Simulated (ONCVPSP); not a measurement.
**cobalt, ONCV: configuration errors across variants**

- Element: cobalt (Co)
- Generator: ONCVPSP 4.0.1
- Type: optimised norm-conserving Vanderbilt (ONCV)
- Functional: LDA (Perdew-Zunger)
- Relativity: scalar-relativistic
- Frozen core: [Ne]
- Valence charge: 17
- Reference configuration: 3s2 3p6 3d7 4s2
- Partial waves: 3s+4s: rc 1.40 bohr, ncon 3, nbas 7, qcut 10.9 1/bohr, 2 projectors; 3p: rc 0.95 bohr, ncon 4, nbas 9, qcut 13.3 1/bohr, 2 projectors, debl 2.8 Ha; 3d: rc 1.30 bohr, ncon 4, nbas 8, qcut 10.4 1/bohr, 2 projectors, debl 2 Ha
- Local potential: polynomial inside 0.65 bohr (lpopt 5, dvloc0 2 Ha)
- Core correction: Teter function, fcfact 3, rcfact 1.75

All-electron excitation energies from the reference (eV): (1) 3s2 3p6 3d7 4s1 9.296; (2) 3s2 3p6 3d7 4s0 26.380; (3) 3s2 3p6 3d6 4s0 62.569; (4) 3s1 3p6 3d7 4s2 109.991.

Errors AE − PS in meV (a dash: test not solved or not reliable):

```csv
change,(1),(2),(3),(4),bound ghosts,GHOST(+) flags above zero
base,+0.2,+2.7,+6.4,-272,none,s
"core correction Teter function, fcfact 3, rcfact 0.98",+0.2,+3.2,+6.7,-263,none,s
"core correction Teter function, fcfact 3, rcfact 1.2",+0.2,+3.1,+6.7,-267,none,s
"core correction Teter function, fcfact 3, rcfact 1.3",+0.2,+3.0,+6.7,-269,none,s
"core correction Teter function, fcfact 3, rcfact 1.46",+0.2,+3.0,+6.6,-270,none,s
"core correction Teter function, fcfact 3, rcfact 1.54",+0.2,+2.9,+6.6,-271,none,s
"core correction Teter function, fcfact 3, rcfact 1.64",+0.2,+2.9,+6.5,-272,none,s
"core correction Teter function, fcfact 3, rcfact 1.82",+0.1,+2.7,+6.3,-272,none,s
"core correction Teter function, fcfact 3, rcfact 1.9",+0.1,+2.6,+6.1,-275,none,s
"core correction Teter function, fcfact 3, rcfact 2.06",+0.1,+2.3,+5.4,-275,none,s
```

(1) Give the same row for: core correction Teter function, fcfact 3, rcfact 1.12.

## Answers

(1) +0.2, +3.1, +6.7, -266; bound ghosts: none; GHOST(+) flags above zero: s.
